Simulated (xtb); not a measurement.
xtb input (GFN2-xTB):

```bash
xtb mol.xyz --gfn 2 --sp --chrg 1 --uhf 0
```
mol.xyz:
```
13

C      2.03669680    -0.09843727     0.11574651
O      0.70192437    -0.64579114     0.13089017
B     -0.39470115     0.09192509    -0.03326542
N     -0.57470299     1.44679141    -0.24370297
N     -1.68064514    -0.82064271     0.03861846
H      2.14953248     0.62833124     0.92011450
H      2.23740904     0.36506023    -0.85007794
H      2.71955551    -0.92702002     0.27287581
H      0.20295559     2.08637376    -0.30021972
H     -1.46258941     1.90838834    -0.35643055
H     -2.30892584    -0.55911785     0.80146744
H     -2.22821244    -0.80092859    -0.82442954
H     -1.38435808    -1.78680072     0.19701824
```

End of the output:

```
         :::::::::::::::::::::::::::::::::::::::::::::::::::::
         ::                     SUMMARY                     ::
         :::::::::::::::::::::::::::::::::::::::::::::::::::::
         :: total energy             -17.021872514786 Eh    ::
         :: gradient norm              0.017913852008 Eh/a0 ::
         :: HOMO-LUMO gap              6.592831266675 eV    ::
         ::.................................................::
         :: SCC energy               -17.214184646444 Eh    ::
         :: -> isotropic ES            0.142443183212 Eh    ::
         :: -> anisotropic ES         -0.006395942605 Eh    ::
         :: -> anisotropic XC          0.006394572598 Eh    ::
         :: -> dispersion             -0.004872798377 Eh    ::
         :: repulsion energy           0.192312131657 Eh    ::
         :: add. restraining           0.000000000000 Eh    ::
         :: total charge               1.000000000000 e     ::
         :::::::::::::::::::::::::::::::::::::::::::::::::::::

           -------------------------------------------------
          |                Property Printout                |
           -------------------------------------------------

    * Orbital Energies and Occupations

         #    Occupation            Energy/Eh            Energy/eV
      -------------------------------------------------------------
         1        2.0000           -0.8621119             -23.4593
       ...           ...                  ...                  ...
         3        2.0000           -0.7957311             -21.6529
         4        2.0000           -0.7889018             -21.4671
         5        2.0000           -0.7657779             -20.8379
         6        2.0000           -0.7584959             -20.6397
         7        2.0000           -0.7396189             -20.1261
         8        2.0000           -0.7257049             -19.7474
         9        2.0000           -0.6951889             -18.9171
        10        2.0000           -0.6921558             -18.8345
        11        2.0000           -0.6811507             -18.5351
        12        2.0000           -0.6611299             -17.9903
        13        2.0000           -0.6163545             -16.7719
        14        2.0000           -0.5970415             -16.2463
        15        2.0000           -0.5777186             -15.7205 (HOMO)
        16                         -0.3354365              -9.1277 (LUMO)
        17                         -0.2392421              -6.5101
        18                         -0.1323293              -3.6009
        19                         -0.1182482              -3.2177
        20                         -0.0589110              -1.6031
        21                         -0.0435649              -1.1855
        22                         -0.0387666              -1.0549
        23                          0.0109892               0.2990
        24                          0.0641370               1.7453
        25                          0.0740597               2.0153
        26                          0.1047818               2.8513
       ...                                ...                  ...
        28                          0.4713221              12.8253
      -------------------------------------------------------------
                  HL-Gap            0.2422821 Eh            6.5928 eV
             Fermi-level           -0.4565775 Eh          -12.4241 eV

     #   Z          covCN         q      C6AA      α(0)
     1   6 C        3.634     0.002    20.945     6.587
     2   8 O        1.634    -0.290    18.849     5.860
     3   5 B        2.468     0.385    18.222     7.568
     4   7 N        2.561    -0.329    28.497     7.928
     5   7 N        3.405    -0.239    26.221     7.605
     6   1 H        0.925     0.075     2.029     2.227
     7   1 H        0.925     0.075     2.029     2.227
     8   1 H        0.925     0.101     1.771     2.081
     9   1 H        0.860     0.216     1.026     1.587
    10   1 H        0.860     0.203     1.090     1.635
    11   1 H        0.859     0.263     0.834     1.430
    12   1 H        0.859     0.263     0.834     1.430
    13   1 H        0.859     0.274     0.797     1.399

 Mol. C6AA /au·bohr⁶  :       1055.458461
 Mol. C8AA /au·bohr⁸  :      22726.078357
 Mol. α(0) /au        :         49.566528

Wiberg/Mayer (AO) data.
largest (>0.10) Wiberg bond orders for each atom

 ---------------------------------------------------------------------------
     #   Z sym  total        # sym  WBO       # sym  WBO       # sym  WBO
 ---------------------------------------------------------------------------
     1   6 C    3.903 --     7 H    0.979     6 H    0.979     8 H    0.978
                             2 O    0.938
     2   8 O    2.364 --     3 B    1.283     1 C    0.938
     3   5 B    3.476 --     4 N    1.375     2 O    1.283     5 N    0.774
     4   7 N    3.375 --     3 B    1.375    10 H    0.943     9 H    0.934
     5   7 N    3.578 --    12 H    0.917    11 H    0.917    13 H    0.914
                             3 B    0.774
     6   1 H    0.994 --     1 C    0.979
     7   1 H    0.994 --     1 C    0.979
     8   1 H    0.990 --     1 C    0.978
     9   1 H    0.953 --     4 N    0.934
    10   1 H    0.959 --     4 N    0.943
    11   1 H    0.931 --     5 N    0.917
    12   1 H    0.931 --     5 N    0.917
    13   1 H    0.925 --     5 N    0.914
 ---------------------------------------------------------------------------

Topologies differ in total number of bonds
Writing topology from bond orders to xtbtopo.mol

molecular dipole:
                 x           y           z       tot (Debye)
 q only:       -1.856      -0.161      -0.068
   full:       -2.133      -0.188      -0.078       5.447
molecular quadrupole (traceless):
                xx          xy          yy          xz          yz          zz
 q only:       10.925       5.252      -1.549       0.234      -0.926      -9.376
  q+dip:       10.466       5.387      -0.750       0.209      -1.092      -9.716
   full:       11.136       6.043      -1.503       0.140      -0.931      -9.633

           -------------------------------------------------
          | TOTAL ENERGY              -17.021872514786 Eh   |
Note: The following floating-point exceptions are signalling: IEEE_UNDERFLOW_FLAG IEEE_DENORMAL
normal termination of xtb
          | GRADIENT NORM               0.017913852008 Eh/α |
          | HOMO-LUMO GAP               6.592831266675 eV   |
           -------------------------------------------------

------------------------------------------------------------------------
------------------------------------------------------------------------
 total:
 SCF:
```

It need not be the lowest isomer of its formula.
